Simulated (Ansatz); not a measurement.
Program: Ansatz. Geometries: PBE0-D4/def2-TZVP. ΔE: electronic, gas phase. CCSD(T)/CBS adds triple-zeta CCSD(T) − MP2 to the extrapolated MP2 energy (def2 sets, frozen cores). For Ga, Ge outer-core shells are correlated without core-valence functions, which leaves a few kJ/mol of doubt a bond. Scalar relativity is left out up to krypton. One conformer a species, not always the lowest.

`[SiH3][SiH2][SiH2][SiH2][GeH3]` + `[Cl][GaH2]` → `[Cl][GaH][GeH3]` + `[SiH3][SiH2][SiH2][SiH3]`  (formal exchange of groups at a Ge–Si bond)

```csv
species,CCSD(T)/def2-TZVPP energy (Eh)
`[SiH3][SiH2][SiH2][SiH2][GeH3]`,-3239.02058
`[Cl][GaH2]`,-2384.42919
`[Cl][GaH][GeH3]`,-4461.25071
`[SiH3][SiH2][SiH2][SiH3]`,-1162.20515
```

Question: Work out ΔE.

Answer: ΔE = (-4461.25071) + (-1162.20515) − (-3239.02058) − (-2384.42919) = -0.00609 Eh = -0.17 eV. CCSD(T)/CBS gives -0.16 eV.

Largest T1 diagnostic among the species: 0.014.

The D4 term adds +0.09 eV with B3LYP and +0.06 eV with PBE0; it sums over pairs of atoms, weighted by their polarisabilities, and B3LYP, whose exchange is more repulsive, gets the larger term. In def2-TZVPP, CCSD(T) changes the Hartree–Fock value by +0.11 eV (the triples alone add +0.02 eV) and MP2 by +0.12 eV. Leaving LDA and LC-ωPBE aside and taking each functional with its dispersion term where it has one, the values, not all of them listed here, spread over 0.16 eV, from B2PLYP to B97M-V. LDA lies +0.07 eV from PBE without D4.

B3LYP here is the variant with VWN-RPA as its local correlation; programs differ in this.
